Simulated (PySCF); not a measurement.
## Ca2: script and output

Input:

```python
from pyscf import gto, scf

mol = gto.M(
    atom='Ca 0 0 0; Ca 0 0 3.021',
    basis='3-21g',
    charge=0,
    spin=0,
    symmetry=True,
    verbose=4,
)
mf = scf.RHF(mol)
mf.kernel()
mf.nuc_grad_method().kernel()
mf.dip_moment()
print('orbital energies (hartree):', mf.mo_energy[..., max(0, mol.nelec[1]-3):mol.nelec[0]+3].round(4))
```

```bash
$ OMP_NUM_THREADS=1 python input.py
```

It prints:

```
PySCF version 2.14.0

[INPUT] verbose = 4
[INPUT] num. atoms = 2
[INPUT] num. electrons = 40
[INPUT] charge = 0
[INPUT] spin (= nelec alpha-beta = 2S) = 0
[INPUT] symmetry True subgroup None
[INPUT] Mole.unit = angstrom
[INPUT] Symbol           X                Y                Z      unit          X                Y                Z       unit  Magmom
[INPUT]  1 Ca     0.000000000000   0.000000000000   0.000000000000 AA    0.000000000000   0.000000000000   0.000000000000 Bohr   0.0
[INPUT]  2 Ca     0.000000000000   0.000000000000   3.021000000000 AA    0.000000000000   0.000000000000   5.708862622311 Bohr   0.0

nuclear repulsion = 70.0664959841112
point group symmetry = Dooh
symmetry origin: [0.         0.         2.85443131]
symmetry axis x: [1. 0. 0.]
symmetry axis y: [0. 1. 0.]
symmetry axis z: [0. 0. 1.]
num. orbitals of irrep A1g = 9
num. orbitals of irrep E1gx = 4
num. orbitals of irrep E1gy = 4
num. orbitals of irrep A1u = 9
num. orbitals of irrep E1uy = 4
num. orbitals of irrep E1ux = 4
number of shells = 18
number of NR pGTOs = 78
number of NR cGTOs = 34
basis = 3-21g
ecp = {}

******** <class 'pyscf.scf.hf_symm.SymAdaptedRHF'> ********
method = SymAdaptedRHF
initial guess = minao
damping factor = 0
level_shift factor = 0
DIIS = <class 'pyscf.scf.diis.CDIIS'>
diis_start_cycle = 1
diis_space = 8
diis_damp = 0
SCF conv_tol = 1e-09
SCF conv_tol_grad = None
SCF max_cycles = 50
direct_scf = True
direct_scf_tol = 1e-13
Freeze 0 electrons in irreps []
    40 free electrons in irreps A1g E1gx E1gy A1u E1uy E1ux
Set gradient conv threshold to 3.16228e-05
Initial guess from minao.
init E= -1346.11680468263
HOMO (A1u) = -0.101594142334075  LUMO (E1ux) = -0.00310098556780075  gap/eV = 2.68014
cycle= 1 E= -1346.74410158455  delta_E= -0.627  |g|= 0.0439  |ddm|= 1.63
HOMO (A1u) = -0.158700469536686  LUMO (E1ux) = -0.00774798210378931  gap/eV = 4.10763
cycle= 2 E= -1346.74710026143  delta_E= -0.003  |g|= 0.00908  |ddm|= 0.471
HOMO (A1u) = -0.153360643801722  LUMO (E1ux) = -0.00084988275790307  gap/eV = 4.15003
cycle= 3 E= -1346.74724739138  delta_E= -0.000147  |g|= 0.00242  |ddm|= 0.193
HOMO (A1u) = -0.153144054334694  LUMO (E1ux) = -0.000904236324915  gap/eV = 4.14266
cycle= 4 E= -1346.7472626147  delta_E= -1.52e-05  |g|= 0.000666  |ddm|= 0.0616
HOMO (A1u) = -0.153107520960184  LUMO (E1ux) = -0.00104963168787635  gap/eV = 4.13771
cycle= 5 E= -1346.74726396725  delta_E= -1.35e-06  |g|= 6.78e-05  |ddm|= 0.0178
HOMO (A1u) = -0.153104411371323  LUMO (E1ux) = -0.00106489749686711  gap/eV = 4.13721
cycle= 6 E= -1346.74726398146  delta_E= -1.42e-08  |g|= 1.17e-05  |ddm|= 0.0076
HOMO (A1u) = -0.153103896148643  LUMO (E1ux) = -0.00106602889978978  gap/eV = 4.13716
cycle= 7 E= -1346.74726398186  delta_E= -3.94e-10  |g|= 4.94e-07  |ddm|= 0.00183
HOMO (A1u) = -0.153103905893122  LUMO (E1ux) = -0.00106608658260032  gap/eV = 4.13716
Extra cycle  E= -1346.74726398186  delta_E= -1.14e-12  |g|= 1.42e-07  |ddm|= 4.06e-05
converged SCF energy = -1346.74726398186

******** <class 'pyscf.grad.rhf.Gradients'> for <class 'pyscf.scf.hf_symm.SymAdaptedRHF'> ********
unit = Eh/Bohr

WARN: Unable to to identify input symmetry using original axes.
Different symmetry axes will be used.

--------------- SymAdaptedRHF gradients ---------------
         x                y                z
0 Ca     0.0000000000     0.0000000000     0.0654750920
1 Ca     0.0000000000     0.0000000000    -0.0654750920
----------------------------------------------
Dipole moment(X, Y, Z, Debye):  0.00000,  0.00000, -0.00000
orbital energies (hartree): [-1.3523e+00 -2.6730e-01 -1.5310e-01 -1.1000e-03 -1.1000e-03  1.7200e-02]
```

In short: E(SCF) = -1346.747264 Eh, 7 cycles, μz(SCF) = 0.00 D, gradient on the second atom -0.0655 Eh/bohr.

Run time: 1.7 s on 1 thread of Arm Neoverse N1 (shared host).

The basis is very small, so the numbers show the basis as much as the system. Stability towards an unrestricted solution was not tested. The bond length is a typed value, not an optimised one.
